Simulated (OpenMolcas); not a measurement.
**Ir6+: moving or changing the point charges**

Ir6+ among 6 point charges of -1.7 e arranged as a trigonal antiprism (D3d), 1.89 Å from the ion, with a polar angle of 49.8° against the regular 54.74°.

* Program: OpenMolcas
* Method: CASSCF
* Basis: ANO-RCC-VDZP [7s6p4d2f]
* Scalar Hamiltonian: DKH2, point nucleus
* Active space: 3 electrons in 5 orbitals (5d)
* State averaging: 2S+1 = 4 even, 10 roots; 2S+1 = 2 even, 40 roots
* Spin-orbit coupling: RASSI with atomic mean-field integrals over the reference wave functions

Runs around this geometry, states (labels of D3, the rotations of D3d). Energies in cm-1 above the lowest state or level, χT in cm3 K/mol.

```tsv
R (Å)	q (e)	Polar angle / regular	Ground state	First state of that spin	First gap with spin-orbit (degeneracies)	χT at 300 K	First state of another spin
1.89	-1.7	0.84	4A2	4E 6666	4395 (2, 2)	0.080	2E 16919
1.89	-1.36	0.91	4A2	4E 5859	2270 (2, 2)	0.074	2E 17750
1.74	-1.7	0.91	4A2	4E 10958	2646 (2, 2)	0.132	2E 17725
1.89	-1.7	0.91	4A2	4E 7293	2630 (2, 2)	0.083	2E 17757
2.05	-1.7	0.91	4A2	4E 4864	2289 (2, 2)	0.072	2E 17639
```

Taking the first state of the same spin as R^-n, n = -ln(4864 / 10958) / ln(2.05 / 1.74) = 5.0 between the shortest and longest distance.

Scaling the charges by -1.36 / -1.7 = 0.80 scales the first state of the same spin by 5859 / 7293 = 0.80; with fixed orbitals a first-order splitting would follow the charge.

Without dynamic correlation the repulsion within the d shell is too large (B by tens of per cent), so at a given field states of lower spin stand too high. Spin-orbit coupling mixes the spin-free states strongly: the lowest level takes only 45 % from its leading state, 4A2 (figures for R = 1.89, q = -1.7, ratio = 0.84; the like holds for R = 1.89, q = -1.36, ratio = 0.91, R = 1.74, q = -1.7, ratio = 0.91, R = 1.89, q = -1.7, ratio = 0.91, R = 2.05, q = -1.7, ratio = 0.91). This is an electrostatic model: the charges have no orbitals. No measured value stands beside these numbers.
